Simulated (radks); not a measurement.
Values are calculated unless marked as measured or tabulated.
Problem. These are the eigenvalues of the occupied orbitals of an atom or ion with whole-number occupations (hartree). Level of theory: scalar-relativistic Kohn-Sham, r2SCAN, spin-polarised, spherical densities, finite nucleus; meta-GGA in the generalised Kohn-Sham scheme; Fermi nuclear charge, rms radius of each element as measured or else 0.836 A^(1/3) + 0.57 fm (a radial shooting solver on a logarithmic mesh with Libxc functionals).

orbital  eigenvalue
1s down   -2800.560
1s up     -2800.559
2s up     -491.1963
2s down   -491.1816
2p up     -426.7262
2p down   -426.7147
3s up     -115.5167
3s down   -115.5150
3p up     -96.57934
3p down   -96.57646
3d up     -75.68282
3d down   -75.67415
4s up     -25.12244
4s down   -25.11053
4p up     -18.88353
4p down   -18.87322
4d up     -11.17940
4d down   -11.16700
5s up      -4.02766
5s down    -3.93770
4f up      -2.63467
4f down    -2.61485
5p up      -2.42033
5p down    -2.30360
5d up      -0.59473
5d down    -0.46306
6s up      -0.45871
6s down    -0.40225
6d up      -0.02540

Which element is it, and in what charge state? The configuration may be excited. Open shells, if any, are filled with parallel spins first.

Solution. Z = 77, iridium, charge 0: Ir in [Xe] 4f14 5d6 6s2 6d1. The list shows which subshells hold electrons but not how many an open one holds; the 1s level, -2800.6 hartree, gives Z - s = 74.8 by -(Z - s)^2/2, which with screening and relativity narrows Z to a few neighbours, and the depths of the outer levels then fix element, charge and occupations together.
